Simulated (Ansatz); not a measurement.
Gas-phase electronic energies from Ansatz, PBE0-D4/def2-TZVP geometries. CBS: MP2 limit from def2 TZ/QZ plus the TZ coupled-cluster correction, frozen cores. This one scheme is used for every species. Functionals use def2-TZVPP. One conformer a species, not always the lowest.

Reaction (ligand exchange at the Si–C bond): `C[SiH]1CS1` + PH₃ → `P[SiH]1CS1` + CH₄

| species | BLYP energy (Eh) |
| --- | --- |
| `C[SiH]1CS1` | -767.51738 |
| PH₃ | -343.14374 |
| `P[SiH]1CS1` | -1070.16912 |
| CH₄ | -40.50161 |

Work out ΔE.

ΔE = (-1070.16912) + (-40.50161) − (-767.51738) − (-343.14374) = -0.00961 Eh = -6.0 kcal/mol. CCSD(T)/CBS gives -6.0 kcal/mol.

What do rigid-rotor, harmonic-oscillator terms from PBE0-D4/def2-TZVP frequencies (298.15 K, 1 bar) make of the CCSD(T)/CBS value? (Estimate.)

The calculation gave: ΔZPE = +1.2 kcal/mol, ΔH = -4.6 kcal/mol, ΔS = -9 J/(mol·K), ΔG = -3.9 kcal/mol.

Largest T1 diagnostic among the species: 0.013.

The D4 term adds −0.9 kcal/mol with B3LYP and −0.5 kcal/mol with PBE0; it sums over pairs of atoms, weighted by their polarisabilities, and B3LYP, whose exchange is more repulsive, gets the larger term. Leaving LDA and LC-ωPBE aside and taking each functional with its dispersion term where it has one, the values, not all of them listed here, spread over 3.2 kcal/mol, from revPBE-D4 to ωB97M-V. LDA lies +0.8 kcal/mol from PBE without D4. In def2-TZVPP, CCSD(T) changes the Hartree–Fock value by −2.1 kcal/mol (the triples alone add −0.7 kcal/mol) and MP2 by −2.6 kcal/mol.

B3LYP here is the variant with VWN-RPA as its local correlation; programs differ in this.
